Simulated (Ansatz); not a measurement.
Ansatz (a program for electronic structure) input (CAM-B3LYP/def2-TZVPD):

Ansatz 0.2 input:
```yaml
crystal:
  periodic: [false, false, false]
  atoms:
    - {symbol: C, position_ang: [2.75844924, -1.03919629, 0.22971741]}
    - {symbol: O, position_ang: [1.46594738, -1.57030449, -0.02832360]}
    - {symbol: Ga, position_ang: [-0.01392870, -0.60324745, -0.09184627]}
    - {symbol: Br, position_ang: [0.03855992, 1.67037454, 0.25438149]}
    - {symbol: O, position_ang: [-1.53569032, -1.44010584, -0.42826462]}
    - {symbol: C, position_ang: [-2.80066579, -0.79806483, -0.51098427]}
    - {symbol: H, position_ang: [3.40917890, -1.25115565, -0.62224808]}
    - {symbol: H, position_ang: [3.17360311, -1.52531185, 1.11597171]}
    - {symbol: H, position_ang: [2.75169175, 0.04147115, 0.39920442]}
    - {symbol: H, position_ang: [-2.74651954, 0.27996086, -0.33338239]}
    - {symbol: H, position_ang: [-3.22170614, -0.96353523, -1.50575340]}
    - {symbol: H, position_ang: [-3.47281299, -1.23701775, 0.23039701]}
basis:
  gaussian:
    orbitals: def2-TZVPD
hamiltonian:
  xc: {name: CAM-B3LYP}
total_charge: -1
magnetization: {spin_polarized: true, initial_magnetization: 1}
```

Output:

```
Functional definition: CAM-B3LYP
integrals: 0.57 GiB planned
1888 factors; their error is unknown
integrals: 0.61 GiB planned
641 factors; integrals over basis functions are off by at most 9.1e-5 eV
0.46 GiB of the device are held for the grids
3.83 GiB of device memory are held for the factors and their scratch space
mean field: 2.90 GiB planned
mean field evaluation 1: about -128693.7473 eV, gradient 3.9e1 eV
mean field evaluation 2: about -128688.4914 eV, gradient 5.8e1 eV
mean field evaluation 4: about -128699.1678 eV, gradient 2.7e0 eV
mean field evaluation 8: about -128699.2043 eV, gradient 1.3e-1 eV
mean field evaluation 16: about -128699.5471 eV, gradient 3.6e-3 eV
mean field evaluation 32: about -128699.3972 eV, gradient 2.0e0 eV
mean field -128699.54714664 eV, -4729.6211219526 hartree, gradient 3.7e-5 eV, S^2 0.752196; 6 other end points of the search recorded, 0 dependent functions left out
reference -128699.54728809 eV, -4729.6211271511 hartree; 51, 50 occupied and 268, 269 virtual orbitals, 1888 factors
Total energy: -128699.54728809 eV, -4729.6211271511 hartree
```

This state (charge -1, doublet) is run at the relaxed geometry of the species with charge 0 and multiplicity 1.
